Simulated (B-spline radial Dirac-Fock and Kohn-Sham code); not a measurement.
How the levels of cesium move as electrons are removed

The computed values come from a radial finite-basis atomic code: multi-electron Dirac-Fock with separately optimised hole states, Breit and Lamb-shift corrections added in first order. Each ion is free and in its tabulated ground configuration. Correlation energy is missing from these numbers.

Reference: Cs⁴⁶⁺, [He] 2s2 2p5, with K 39494.9 eV. Shifts from it, in eV (a dash: the subshell is empty, belongs to an open shell averaged over j, or its hole state is left out as unreliable):

| ion | configuration | K |
| --- | --- | --- |
| Cs⁴⁷⁺ | [He] 2s2 2p4 | +336.9 |
| Cs⁴⁸⁺ | [He] 2s2 2p3 | +678.5 |
| Cs⁴⁹⁺ | [He] 2s2 2p2 | +1024.8 |
| Cs⁵⁰⁺ | [He] 2s2 2p1 | +1375.7 |
| Cs⁵¹⁺ | [He] 2s2 | +1731.3 |
| Cs⁵²⁺ | [He] 2s1 | – |
| Cs⁵³⁺ | 1s2 | +2363.4 |
| Cs⁵⁴⁺ | 1s1 | +3418.3 |
